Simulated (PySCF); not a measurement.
Removing an electron from `Nc1ccc(O)cc1`

Compound: C6H7NO.
Z-matrix (Å and degrees, PBE0-D3(BJ)/def2-SVP geometry), rows numbered from 1:
```
N 
C   1  1.3899
C   2  1.4049  1  121.17
C   3  1.3892  2  121.38  1  -177.36
C   4  1.3971  3  120.60  2     0.03
O   5  1.3567  4  118.28  3  -179.92
C   5  1.3955  4  118.60  3    -0.02
C   7  1.3933  5  120.73  4     0.00
H   1  1.0121  2  115.10  3  -157.44
H   1  1.0122  2  115.05  3   -25.41
H   3  1.0936  2  119.35  1     2.41
H   4  1.0917  3  120.73  2  -179.90
H   6  0.9622  5  108.94  4  -179.67
H   7  1.0948  5  119.83  4  -179.91
H   8  1.0934  2  119.56  1    -2.40
```

Level: PBE0/def2-SVPD (PySCF). Frontier orbitals with their largest atomic shares (Löwdin; up to four atoms above 4 %):

```json
{"orbital": "HOMO−3", "ε (eV)": "-9.51", "main atoms": "C5 13 %, C4 12 %, C7 11 %, C3 11 %"}
{"orbital": "HOMO−2", "ε (eV)": "-8.30", "main atoms": "N1 29 %, O6 19 %, C7 10 %, C4 8 %"}
{"orbital": "HOMO−1", "ε (eV)": "-7.26", "main atoms": "C3 21 %, C4 21 %, C7 20 %, C8 19 %"}
{"orbital": "HOMO", "ε (eV)": "-5.53", "main atoms": "?"}
{"orbital": "LUMO", "ε (eV)": "-0.25", "main atoms": "C3 18 %, C7 18 %, C8 18 %, C4 18 %"}
{"orbital": "LUMO+1", "ε (eV)": "0.54", "main atoms": "C2 19 %, C5 16 %, C8 8 %, C3 8 %"}
{"orbital": "LUMO+2", "ε (eV)": "0.67", "main atoms": "O6 36 %, H13 24 %, H14 14 %, C7 11 %"}
```

Question: What vertical ionisation energy does ΔSCF give, and how far is −ε(HOMO) from it?

Answer: ΔSCF: 7.37 eV (711 kJ/mol; threshold wavelength 168 nm); ⟨S²⟩ of the doublet left behind is 0.762, against 0.75 for a pure doublet. −ε(HOMO) is 5.53 eV, 1.84 eV below it. In exact Kohn–Sham theory the two would be equal; PBE0 (global hybrid, 25 % exact exchange) falls short of its own ΔSCF value by 25 %. Holes in the HOMO−1 and HOMO−2 were tried too where these lie within 1.2 eV of the HOMO; the lowest converged state counts.

Question: On which atoms does the HOMO lie?

Answer: N1 (aniline-type nitrogen) 21 %, C5 (aromatic carbon bearing oxygen) 14 %, C2 (aromatic carbon bearing nitrogen) 14 %, O6 (phenol-type oxygen) 12 %, so no atom holds as much as 40 %. The HOMO−1 lies 1.73 eV lower.

Question: What kinetic energy would electrons from this vertical process carry with He I light (21.218 eV)?

Answer: 21.22 − 7.37 = 13.85 eV.

Question: What total energies stand behind the ΔSCF value?

Answer: E(N) = -362.17361 Eh and E(N − 1) = -361.90264 Eh at the same geometry, 0.27097 Eh apart.

Question: With α = 84.1 au, estimate the like-pair dispersion coefficient by London's formula C6 = (3/4)α²I.

Answer: I = 0.2710 Eh, so C6 ≈ 1440 au, a rough estimate.

Question: How many of the 10 lowest singlet excitations (vertical TDDFT, same level) lie below the ionisation energy?

Answer: All 10; they run from 4.39 to 6.91 eV.

Geometry: PBE0-D3(BJ)/def2-SVP, one conformer, isolated molecule.
